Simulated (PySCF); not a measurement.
A structure optimised at PBE-D3(BJ)/def2-SVP, used in a PySCF frequency run:

```xyz
8

C      2.5695     1.1274     0.0000
C      1.3451     1.0695     0.0000
C     -0.0701     1.0264     0.0000
Cl    -0.8849     2.5859     0.0000
C     -0.8446    -0.0911     0.0000
Br    -0.1333    -1.8255     0.0000
H      3.6499     1.1718     0.0000
H     -1.9415    -0.0324     0.0000
```
Charge 0, spin multiplicity 1.

Q: Write its SMILES, formula and point group.

A: C#C/C(Cl)=C\Br, C₄H₂BrCl, Cs

Q: What are its rotational constants (standard atomic weights)?

A: 3.2422, 0.92708, 0.72093 GHz
